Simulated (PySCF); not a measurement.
CH3BrOSe, SMILES CO[Se]Br.

The structure is a stationary point at PBE-D3(BJ)/def2-SVP. This is a generated structure with no PubChem entry under its InChIKey; it may be hypothetical. Other conformers were not sampled.

Calculation: PBE-D3(BJ)/def2-SVP in PySCF.

Frequencies are harmonic and unscaled.

```
mode  ν (cm⁻¹)  IR (km/mol)  moving atoms (share of kinetic energy)
----  --------  -----------  --------------------------------------
1           87          2.3        C 44 %, Br 21 %, H 20 %, Se 14 %
2          134          0.4                          H 85 %, O 10 %
3          223          2.6                 O 56 %, H 22 %, Br 17 %
4          274         23.6                 Se 51 %, Br 37 %, O 9 %
5          318          2.9         C 35 %, O 25 %, H 22 %, Se 18 %
6          593         42.8                         O 71 %, Se 17 %
7         1008         84.5                          O 49 %, C 46 %
8         1118          1.5                          H 76 %, C 19 %
9         1133          4.3                          H 71 %, C 21 %
10        1387          5.8                           H 90 %, C 9 %
11        1395         12.6                                  H 95 %
12        1420         12.4                                  H 96 %
13        2940         43.2                                  H 98 %
14        3030         19.8                          H 90 %, C 10 %
15        3065          7.6                          H 90 %, C 10 %
```
